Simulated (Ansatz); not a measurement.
Ansatz results at the PBE0-D4/def2-TZVP geometry: HOMO–LUMO gap (PBE0/def2-TZVPP) 5.50 eV; HOMO energy (ωB97M-V/def2-TZVPP) -9.06 eV; HOMO–LUMO gap (PBE/def2-TZVPP) 3.63 eV.

Each molecule was computed in one conformer, which needn't be the lowest.

(1) Which molecule gave them?
A. `N=C([SiH3])CCl`
B. `CO[Si]O`
C. `CN(C)[Si]Cl`
D. `O[Si]Br`

Results:

(1) C. The others give `O[Si]Br`: 5.37, -9.59, 3.51; `N=C([SiH3])CCl`: 6.71, -9.99, 4.20; `CO[Si]O`: 5.96, -9.19, 3.99.
